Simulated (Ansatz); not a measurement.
Reaction (atomization): `NB1CC1=O` → B• + 2 C• + 4 H• + N• + O•

Isolated molecules relaxed with PBE0-D4/def2-TZVP in Ansatz; ΔE leaves out vibrations. CCSD(T)/CBS adds triple-zeta CCSD(T) − MP2 to the extrapolated MP2 energy (def2 sets, frozen cores). This one scheme is used for every species, atoms too. Functionals use def2-TZVPP. No spin–orbit coupling; open shells (•) take unrestricted orbitals. Spin–orbit coupling would lower the free atoms: a little for B, C, O. Each species was taken in one conformer, which may not be the lowest.

CCSD(T)/CBS gives +3717.8 kJ/mol.

(1) Another level gave +3790.3 kJ/mol. Which?
A. LC-ωPBE/def2-TZVPP
B. r2SCAN0-D4/def2-TZVPP
C. HF/def2-TZVPP
D. revPBE-D4/def2-TZVPP

Largest T1 diagnostic among the species: 0.016.

## Answers

(1) D. revPBE-D4 3790.3, HF/def2-TZVPP 2579.7, r2SCAN0-D4 3678.6, LC-ωPBE 3769.4 kJ/mol.

From PBE to PBE0 (25 % exact exchange), in def2-TZVPP and without D4, ΔE moves by −119.2 kJ/mol: exact exchange takes away binding that semilocal exchange gives to molecules. Leaving LDA and LC-ωPBE aside and taking each functional with its dispersion term where it has one, the values, not all of them listed here, spread over 321.0 kJ/mol, from BHLYP-D4 to PBE-D4. LDA lies +510.6 kJ/mol from PBE without D4, its usual overbinding. The D4 term adds +22.6 kJ/mol with B3LYP and +11.8 kJ/mol with PBE0; it sums over pairs of atoms, weighted by their polarisabilities, and B3LYP, whose exchange is more repulsive, gets the larger term.

B3LYP here is the variant with VWN-RPA as its local correlation; programs differ in this.

For atomizations the MP2-based limit and the directly extrapolated one differ by several kJ/mol either way, and by 10 to 25 for some Ge, Se and Sn compounds, so smaller differences from it don't rank the levels.
